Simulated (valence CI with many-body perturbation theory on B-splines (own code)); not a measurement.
Values are calculated unless marked as measured or tabulated.
# Re XLV: what the settings do

Level of theory: relativistic CI+MBPT: three valence electrons over a frozen Dirac-Fock core [Ar] 3d10, radial functions for each j: 6 s, 6 p, 5 d, 3 f, 1 g, with the one-electron correlation potential Σ1 (screened to all orders), the two-electron term Σ2, the three-electron term Σ3, Breit, model QED; selected single and double excitations, second order for the rest, scaled by the run's own slope (own B-spline code, finite nucleus).

The last digits are not significant, and no measured levels were compared; by estimate large intervals hold to a few tenths of a per cent, small ones and those within an open d or f shell to about a per cent.

The reference run has the lowest level (4s^2 4p1/2) J=1/2 and an ionisation energy of 2303.27 eV. Its largest variational space holds 2731 state functions.

Levels are named by their leading jj configuration (3d3/2^4 stands for four electrons in 3d with j = 3/2), which in mixed levels can hold well under half, so a name can repeat and another be missing. Letters in brackets count levels of one name in rising energy.

Changed runs:
A. selection threshold (hartree) 2e-08 → 1e-06
B. size limit of the variational space 10000 → 6000; shift of the energy in Σ1 (hartree) 0 → -18.408
C. Breit term on → off
D. scale of Σ1 1 → 0 (bad on purpose)

Excitation energies of the reference run in cm⁻¹, and shifts in cm⁻¹:

```csv
Level,Reference,A,B,C,D
(4s 4p1/2^2) J=1/2,801193,+0.1,+116,-8696,+940
(4s^2 4p3/2) J=3/2,850847,0,-197,+9736,-2170
(4s 4p1/2 4p3/2) J=3/2 [a],1543140,0,-75,+996,-1177
(4s 4p1/2 4p3/2) J=5/2,1612380,-0.1,-79,+1772,-1196
(4s 4p1/2 4p3/2) J=3/2 [b],1710170,+0.1,-81,+1691,-1188
(4s 4p1/2 4p3/2) J=1/2,1730300,+0.3,-82,+883,-1209
(4s^2 4d3/2) J=3/2,2176680,0,-42,+12513,-246
(4s^2 4d5/2) J=5/2,2316850,+0.1,-177,+15465,-1579
(4s 4p3/2^2) J=5/2,2474530,0,-243,+12319,-2777
(4p1/2^2 4p3/2) J=3/2,2513160,0,+37,-6929,-213
(4s 4p3/2^2) J=1/2,2580820,+0.3,-278,+10458,-3373
(4s 4p3/2^2) J=3/2,2610470,0,-277,+10842,-3342
Ionisation energy (eV),2303.27,0,-0.29,+2.90,-1.91
```
